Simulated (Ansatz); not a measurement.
BiBrH2 (SMILES [Br][BiH2]) moved off its minimum; all values from Ansatz (a first-principles code), cores frozen in correlated methods. Elements past Kr take the def2 small-core potentials, without spin–orbit coupling.
(charge 0, multiplicity 1)
```xyz
4

Bi    -0.60640    -0.59619     0.53399
H     -1.69741    -0.12995    -0.57325
H      0.35850    -2.01608    -0.74112
Br     0.93355     1.16358    -0.93481
```

Forces at wB97M-V/def2-TZVPP (eV/Å):

| atom | Fx | Fy | Fz |
|---|---|---|---|
| Bi1 | 3.964 | -1.252 | -0.612 |
| H2 | -2.051 | 0.368 | -1.802 |
| H3 | -1.408 | 1.401 | 1.523 |
| Br4 | -0.504 | -0.516 | 0.891 |

Task: Give the forces (eV/Å), the total energy and the dipole at CCSD(T)/def2-TZVPPD.

Result: 
```csv
atom,Fx,Fy,Fz
Bi1,3.852,-1.292,0.039
H2,-2.301,0.469,-2.048
H3,-1.224,1.159,1.284
Br4,-0.327,-0.336,0.724
```
Energy -2787.4522 hartree, dipole 4.23 D.
